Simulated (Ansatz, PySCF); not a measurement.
AlH4, SMILES [AlH4-], charge -1.

Geometry optimised at PBE0-D3(BJ)/def2-TZVPD. The isomer is the one that the SMILES or the coordinates give; other isomers of the formula were not compared.

Two levels are set side by side: PBE/def2-TZVPD (Ansatz, a program for electronic structure) and EOM-CCSD/aug-cc-pVDZ (PySCF). PBE by ΔSCF, the other level by its IP root; same geometry, the bases differ. Differences are taken from unrounded values.

| quantity | EOM-CCSD |
|---|---|
| vertical ionisation energy (eV) | 4.81 |

**Question.** What does PBE give, and how far is it from EOM-CCSD? (Estimate from the structure and the level; the computed values follow.)

**Answer.** 
```tsv
quantity	PBE	PBE minus EOM-CCSD
vertical ionisation energy (eV)	4.12	-0.70
```
